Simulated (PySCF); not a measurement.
C8H13ClO.
Structure used (GFN2-xTB), in Å, numbered top down from 1:
```
atom  x, y, z in Å
C1     2.768   -0.089    0.227
C2     1.348   -0.139   -0.313
C3     0.740    1.237   -0.583
C4    -0.751    0.948   -0.744
C5    -1.040   -0.261    0.184
C6    -1.949    0.124    1.357
C7    -1.722   -1.362   -0.580
O8    -1.408   -2.498   -0.688
Cl9   -3.207   -0.809   -1.389
C10    0.343   -0.744    0.669
H11    3.435    0.370   -0.500
H12    3.128   -1.093    0.439
H13    2.808    0.494    1.145
H14    1.334   -0.722   -1.239
H15    0.912    1.884    0.279
H16    1.163    1.720   -1.463
H17   -0.964    0.688   -1.781
H18   -1.372    1.803   -0.481
H19   -1.491    0.936    1.916
H20   -2.922    0.449    0.999
H21   -2.087   -0.726    2.023
H22    0.397   -1.830    0.706
H23    0.533   -0.354    1.670
```

Computed at PBE0/pcSseg-1 (PySCF, non-relativistic), with Q(17O) = −0.0256 b, Q(35Cl) = −0.0817 b: O8, 17O (I = 5/2): χzz = 9.709 MHz, η = 0.492; Cl9, 35Cl (I = 3/2): χzz = -61.30 MHz, η = 0.282.

(1) Where would the pure quadrupole (NQR) lines of 17O at O8 fall for the rigid, isolated species?

(2) Find the zero-field quadrupole resonance frequencies of 35Cl at Cl9.

Results:

(1) From the eigenvalues of H = χ/[4I(2I − 1)] × [3Iz² − I(I + 1) + η(Ix² − Iy²)], steps between neighbouring levels, labelled as for η = 0: ±1/2↔±3/2 1.798 MHz, ±3/2↔±5/2 2.791 MHz (carbonyl oxygen).

(2) From ν = (|χ|/2)√(1 + η²/3): ν = 31.05 MHz (chlorine bonded to C). For 37Cl the ratio of quadrupole moments, 0.7881, gives 24.47 MHz.

In a crystal, neighbours and librations shift these lines. GFN2-xTB bond lengths can be off by several hundredths of an ångström, more for odd bonds, and the gradients follow them. These gradients aren't converged with respect to the basis.

One conformer stands for the species.
